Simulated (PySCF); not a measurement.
# Ionising MgTl

PBE; basis Mg aug-cc-pVDZ, Tl aug-cc-pVDZ-PP with ECP60; scalar-relativistic core potentials; PySCF 2.14. Neutral (UKS): doublet (π ↑), Re = 3.020 Å, ωe = 148 cm⁻¹, De = 0.49 eV, HOMO -2.93 eV, LUMO -2.79 eV.

MgTl⁺ (UKS): singlet (closed shell), Re = 3.340 Å, ωe = 122 cm⁻¹. The energies at the minima are -372.48974 hartree for MgTl and -372.30273 for MgTl⁺.

(1) Work out the adiabatic ionisation energy, without and with harmonic zero-point energies (1 hartree = 27.2114 eV, 1 eV = 8065.5 cm⁻¹), and the change of the bond length.

Closed-shell solutions of metal pairs were not tested for spin polarisation, which can lower them a little. Weak bonds: MgTl. Basis-set superposition, not corrected here, can be much of De in a small basis, most of all at correlated wavefunction levels. These are scalar-relativistic numbers at best; spin–orbit coupling would shift them, the dissociation energy most. States were picked by a PBE0 search and need not be the measured ground states.

Answers

(1) At PBE: 0.18701 hartree = 5.089 eV between the minima; the zero-point term (122.0 − 148.0)/2 cm⁻¹ = -0.002 eV makes it 5.087 eV. Re changes by +32.0 pm against the neutral. The electron leaves a π orbital, and the longer bond of the ion fits a bonding orbital, or a change in how ionic the bond is.
